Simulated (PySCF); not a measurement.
C2H3F5Ge.
SMILES: `FC(F)(F)[C](F)(F)[GeH3]`

All values: CAM-B3LYP/def2-SVPD (PySCF, non-relativistic), on one gas-phase PBE0-D3(BJ)/def2-SVP geometry that isn't relaxed in the solvent. The solvent is an IEF-PCM continuum (van der Waals radii × 1.2), and excitations are vertical TDDFT with non-equilibrium linear response and a frozen core. Specific hydrogen bonds and non-electrostatic terms are outside this model. Spin–orbit coupling is left out although an atom past zinc is present.

| run | E − E(gas) (kcal/mol) | HOMO (eV) | HOMO–LUMO gap (eV) | dipole (D) | lowest singlet (eV) | static polarisability (au) |
| --- | --- | --- | --- | --- | --- | --- |
| gas | 0.00 | -10.80 | 11.50 | 2.38 | 8.52 | 59.7 |
| P | -1.88 | -10.66 | 11.65 | 2.93 | 8.56 | 76.6 |
| Q | -1.37 | -10.68 | 11.62 | 2.78 | 8.55 | 71.1 |

Question: The runs were made in chloroform and dimethylsulfoxide. Which run belongs to which solvent?

Answer: P = dimethylsulfoxide, Q = chloroform. The dielectric constants are 4.711 (chloroform), 46.83 (dimethylsulfoxide), and the energy falls further as ε rises. The optical constants n² used for the excitations are 2.09, 2.19 in the same order. In this model the ground state sees the solvent through ε alone.

Question: How constant is the ratio of the lowering to (ε − 1)/(2ε + 1)?

Answer: 
```tsv
solvent	(ε − 1)/(2ε + 1)	E − E(gas) (kcal/mol)	ratio (kcal/mol)	polarisation term (kcal/mol)
chloroform	0.356	-1.37	-3.8	-1.51
dimethylsulfoxide	0.484	-1.88	-3.9	-2.15
```

The ratio changes by +1.2 % in size from chloroform to dimethylsulfoxide. The polarisation term is half the interaction of the solute with the induced surface charges.

The values belong to the conformer `[F:1][C:2]([F:3])([F:4])[C:5]([F:6])([F:7])[GeH3:8]`: F1–C2–C5–F6 -179°.
